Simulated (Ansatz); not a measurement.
Molecule: 1-ethenyl-1,3,2,4-diazadisiletidine, C2H8N2Si2 (charge 0, singlet). 
Coordinates optimised at B3LYP-D3(BJ)/def2-TZVP (Ansatz, a quantum-chemistry and plane-wave program):
```xyz
14

C      2.5368     0.9301     0.7979
C      1.6271    -0.0363     0.9364
N      0.4032    -0.1028     0.2950
Si    -0.9187    -1.2452     0.3204
N     -1.6988    -0.2005    -0.8177
Si    -0.3985     0.9455    -0.8577
H      2.3808     1.7783     0.1415
H      3.4660     0.8898     1.3458
H      1.8343    -0.8648     1.6083
H     -0.5766    -2.6045    -0.1651
H     -1.5864    -1.3960     1.6364
H     -2.5835    -0.2424    -1.2855
H      0.3017     1.0927    -2.1555
H     -0.7097     2.3031    -0.3512
```
Charge 0, spin multiplicity 1.

Computed values are from Ansatz. Correlated levels leave the core frozen unless marked. UHF or UKS for open shells. Spin-orbit coupling is left out. Non-relativistic. CBS marks a two-point X^-3 extrapolation of the correlation energy; Hartree-Fock from the larger set.

* **atomisation energy De**: 1259.8 kcal/mol at CCSD(T)/CBS(cc-pV(T+d)Z,cc-pV(Q+d)Z)
* **total energy**: -768.5253 Eh at CCSD(T)/CBS(cc-pV(T+d)Z,cc-pV(Q+d)Z)
* **dipole moment**: 1.51 D at CCSD(T)/aug-cc-pV(D+d)Z
* **T1 diagnostic**: 0.012 at CCSD/cc-pV(Q+d)Z
